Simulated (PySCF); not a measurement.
ZnI₂, SMILES [I][Zn][I]. The structure is a stationary point at PBE0-D3(BJ)/def2-SVP. The isomer is the one that the SMILES or the coordinates give; other isomers of the formula were not compared. The def2 effective core potentials stand for the cores of I; spin–orbit coupling is left out.

Computed equilibrium geometry at PBE0-D3(BJ)/def2-SVP (PySCF confirms it by a frequency run) as Cartesian coordinates in Å, and its point group:
point group D∞h.
```xyz
3

Zn     0.0000     0.0000     0.0000
I      0.0000     0.0000    -2.4224
I      0.0000     0.0000     2.4224
```
Charge 0, spin multiplicity 1.
